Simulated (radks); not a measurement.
All-electron atom: Sr in [Kr] 5s2 (the NIST ground configuration). Calculated with a radial shooting solver on a logarithmic mesh with Libxc functionals: non-relativistic Kohn-Sham, r2SCAN, spin-polarised, spherical densities, point nucleus; meta-GGA in the generalised Kohn-Sham scheme; relativity is left out, which matters for an element this heavy.

Unscreened Slater integrals over Kohn-Sham orbitals (hartree). They are taken over the spin-up orbitals.

\begin{tabular}{lr}
integral & value \\ \hline
F0(5s,5s) & 0.20171 \\
F0(5s,4p) & 0.25541 \\
G1(5s,4p) & 0.015026 \\
F0(5s,4s) & 0.25786 \\
G0(5s,4s) & 0.0090896 \\
F0(5s,3d) & 0.26995 \\
G2(5s,3d) & 0.0043739 \\
F0(4p,4p) & 0.57415 \\
F2(4p,4p) & 0.30158 \\
F0(4p,4s) & 0.60798 \\
G1(4p,4s) & 0.41136 \\
F0(4p,3d) & 0.74784 \\
F2(4p,3d) & 0.15910 \\
G1(4p,3d) & 0.050931 \\
G3(4p,3d) & 0.048187 \\
F0(4s,4s) & 0.64914 \\
F0(4s,3d) & 0.82991 \\
G2(4s,3d) & 0.064738 \\
F0(3d,3d) & 1.8393 \\
F2(3d,3d) & 0.89524 \\
F4(3d,3d) & 0.56642 \\
\end{tabular}
